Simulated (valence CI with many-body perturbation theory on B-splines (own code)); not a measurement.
## Ladder of approximations for Tl42+

Computed by valence CI with perturbative core correlation (CI+MBPT): three valence electrons over a frozen Dirac-Fock core [Kr], a basis of 9 s, 9 p, 10 d, 8 f, 5 g, 3 h, 1 i functions for each j, with the one-electron correlation potential Σ1, the two-electron term Σ2, the three-electron term Σ3, Breit, model QED; selected CI, second order for the rest (own B-spline code, finite nucleus).

No measured spectrum was set against this ion. As an estimate, large intervals hold to a few tenths of a per cent, small ones and those within an open d or f shell to about a per cent. Only levels of the ground parity were solved; by the run's estimate the other parity begins above the list, which can be wrong where configurations are misplaced.

Each rung adds one term. CI alone is the Dirac-Coulomb CI over the frozen core; QED comes last and gives the full result, which names the levels. Energies are above (4d3/2^3) J=3/2 on the same rung, in eV.

Levels are named by their leading jj configuration (3d3/2^4 stands for four electrons in 3d with j = 3/2), which in mixed levels can hold well under half, so a name can repeat and another be missing. Letters in brackets count levels of one name in rising energy.

```
                    Level  CI alone       Σ1       Σ2       Σ3    Breit      QED    Full
(4d3/2^2 4d5/2) J=5/2 [a]    26.537  +0.1165  +0.0601  +0.0197  -0.5936  +0.0776  26.217
    (4d3/2^2 4d5/2) J=3/2    29.149  +0.1146  -0.0550  +0.0642  -0.5498  +0.0763  28.799
    (4d3/2^2 4d5/2) J=7/2    31.543  +0.1209  -0.1964  -0.0205  -0.7142  +0.0789  30.811
    (4d3/2^2 4d5/2) J=9/2    31.848  +0.1200  -0.3128  -0.0024  -0.7641  +0.0773  30.966
    (4d3/2^2 4d5/2) J=1/2    31.620  +0.1155  -0.1204  +0.0639  -0.5786  +0.0770  31.178
(4d3/2^2 4d5/2) J=5/2 [b]    41.725  +0.1224  -0.2674  -0.0510  -0.6020  +0.0811  41.008
(4d3/2 4d5/2^2) J=7/2 [a]    57.188  +0.2313  +0.0683  +0.0076  -1.1999  +0.1543  56.450
    (4d3/2 4d5/2^2) J=9/2    59.605  +0.2352  -0.0835  +0.0210  -1.3118  +0.1559  58.622
(4d3/2 4d5/2^2) J=3/2 [a]    61.129  +0.2312  +0.1147  -0.0218  -1.1169  +0.1549  60.491
    (4d3/2 4d5/2^2) J=1/2    62.482  +0.2321  +0.0253  +0.0608  -1.1459  +0.1553  61.810
(4d3/2 4d5/2^2) J=5/2 [a]    63.332  +0.2288  -0.1924  -0.0612  -1.1339  +0.1527  62.326
   (4d3/2 4d5/2^2) J=11/2    64.286  +0.2376  -0.3912  -0.0019  -1.4030  +0.1555  62.883
(4d3/2 4d5/2^2) J=5/2 [b]    67.301  +0.2370  -0.2293  -0.0757  -1.2055  +0.1569  66.185
(4d3/2 4d5/2^2) J=7/2 [b]    67.864  +0.2346  -0.3927  -0.0464  -1.2541  +0.1546  66.560
(4d3/2 4d5/2^2) J=3/2 [b]    75.784  +0.2369  +0.0488  -0.0873  -1.1171  +0.1580  75.023
          (4d5/2^3) J=9/2    89.911  +0.3484  +0.0740  -0.0193  -1.8382  +0.2332  88.709
          (4d5/2^3) J=3/2    95.607  +0.3457  -0.0040  -0.0437  -1.6958  +0.2314  94.440
          (4d5/2^3) J=5/2    99.950  +0.3443  +0.2552  -0.1079  -1.6787  +0.2313  98.994
```

The middle columns are the shifts that each term adds.

(1) How does the ionisation energy move along the ladder, and which term matters most?

Results:

(1) CI alone 2073.0, + Σ1 2076.0, + Σ2 2077.7, + Σ3 2077.7, + Breit 2076.2, + QED 2076.3 eV. The largest step is Σ1, 2.9 eV. NIST lists 2075 ± 4 eV (theoretical).
